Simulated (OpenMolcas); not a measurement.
Dy2+.

```json
{"Program": "OpenMolcas", "Basis": "ANO-RCC-VTZP [8s7p5d3f2g1h]", "Scalar Hamiltonian": "DKH2, point nucleus", "Active space": "10 electrons in 7 orbitals (4f)", "State averaging": "2S+1 = 5 even, 35 roots; 2S+1 = 3 even, 210 roots; 2S+1 = 1 even, 196 roots (181 in the spin-orbit step)", "Spin-orbit coupling": "state interaction with AMFI integrals over the reference wave functions, term energies averaged over their components"}
```

Two sets of levels on these reference wave functions, in cm⁻¹ above 4f¹⁰ ⁵I₈: one from CASSCF and one from SS-CASPT2, IPEA 0.25 Eh, imaginary shift 0.1 Eh (closed shells correlated: 5s 5p).

| Level | Set 1 | Set 2 |
| --- | --- | --- |
| 4f¹⁰ ⁵I₈ | 0.0 | 0.0 |
| 4f¹⁰ ⁵I₇ | 4310 | 4250 |
| 4f¹⁰ ⁵I₆ | 7370 | 7380 |
| 4f¹⁰ ⁵I₅ | 9630 | 9750 |
| 4f¹⁰ ⁵I₄ | 11420 | 11590 |
| 4f¹⁰ ⁵F₅ | 14850 | 18490 |
| 4f¹⁰ ⁵S₂ [74 %] | 17090 | 21010 |
| 4f¹⁰ ⁵F₄ | 17560 | 21240 |
| 4f¹⁰ ³K₈(1) | 19490 | 21570 |
| 4f¹⁰ ⁵F₃ | 19290 | 22960 |
| 4f¹⁰ ⁵F₁ | 20700 | 24490 |
| 4f¹⁰ ³K₇(1) | 23570 | 25730 |
| 4f¹⁰ ³K₆(1) | 26860 | 29080 |
| 4f¹⁰ ³L₉ | 27750 | 30060 |
| 4f¹⁰ ⁵G₅ [64 %] | 26210 | 30670 |
| 4f¹⁰ ⁵G₃ [69 %] | 27910 | 32870 |

Q: Which set is which?

A: Set 1 is SS-CASPT2. Its levels of the other terms of 4f¹⁰ lie at 0.80 to 0.92 of the other set's values, as expected, since terms of lower spin or lower L gain more correlation energy than the Hund ground term.

Term energies are means over components that CASPT2 splits; among the terms shown or strongly mixed into the levels shown the widest spread is 870 cm-1 (4f¹⁰ ⁵I, SS-CASPT2). High states are left out of the spin-orbit mixing, which shifts the levels that they would mix with. Without dynamic correlation excited terms often stand tens of per cent too high (terms of higher spin than the ground term too low), and those without a measured partner can miss by more than the paired ones (holds for CASSCF). The CASPT2 spread within a term exceeds the gap to the next term for 4f¹⁰ ⁵S and 4f¹⁰ ⁵F, 4f¹⁰ ⁵G and 4f¹⁰ ³H(1), so the order of their levels is uncertain, and so are names and mixing where such terms share a J (holds for SS-CASPT2). Only configurations of the active space appear. The table leaves out levels that lie high or whose names do not pair safely across all columns.

A share in square brackets marks a mixed level and gives the weight of the term that names it, the lowest over the columns. A number in round brackets counts repeated terms of one configuration in the order of the reference energies.
